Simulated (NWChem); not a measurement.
System: SeCl$_{4}$; SMILES Cl[Se](Cl)(Cl)Cl

Input file for NWChem:

```
start job
memory heap 200 mb stack 900 mb global 1100 mb
geometry units angstroms noautosym nocenter noautoz
  Se     0.000000     0.000000     0.373831
  Cl     1.720975     0.000000    -1.024115
  Cl     0.000000     2.343347     0.615945
  Cl    -1.720975     0.000000    -1.024115
  Cl     0.000000    -2.343347     0.615945
end
basis spherical
  * library def2-tzvp
end
dft
  xc xpbe96 cpbe96
  iterations 150
  semidirect filesize 400000000
end
property
  efieldgrad
end
task dft property
```

All runs use the structure optimised with PBE-D3(BJ)/def2-SVP.

Vzz is the largest principal value of the second derivative of the potential at the nucleus (NWChem prints the opposite sign); η is the asymmetry. Non-relativistic.

Atoms are numbered as in the input.

Q: Give the results of this calculation. (PBE/def2-TZVP.) Quantities: Vzz Se1 (a.u.); η Se1; Vzz Cl4 (a.u.); η Cl4; Vzz Cl5 (a.u.); η Cl5.

A: 
| Quantity | Value |
|---|---|
| Vzz Se1 (a.u.) | 1.253 |
| η Se1 | 0.50 |
| Vzz Cl4 (a.u.) | 3.978 |
| η Cl4 | 0.17 |
| Vzz Cl5 (a.u.) | 2.222 |
| η Cl5 | 0.00 |
